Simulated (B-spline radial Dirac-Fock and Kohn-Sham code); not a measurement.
Level of theory: multi-electron Dirac-Fock with separately optimised hole states, Breit and Lamb-shift corrections added in first order; an atomic code on a B-spline grid. Free neutral atoms.

Task: Order these X-ray lines by photon energy, lowest first.
A. Ga Lℓ
B. Cr Lβ3
C. Cu Lα2
D. Ga Lα2
E. Ni Lγ5
F. Zn Lβ4

Result: B (652.6 eV), E (878.8 eV), C (931.2 eV), A (954.0 eV), D (1099.7 eV), F (1106.3 eV).

Values without a named source are computed, but for edge energies of neutral atoms, which are taken from tables.
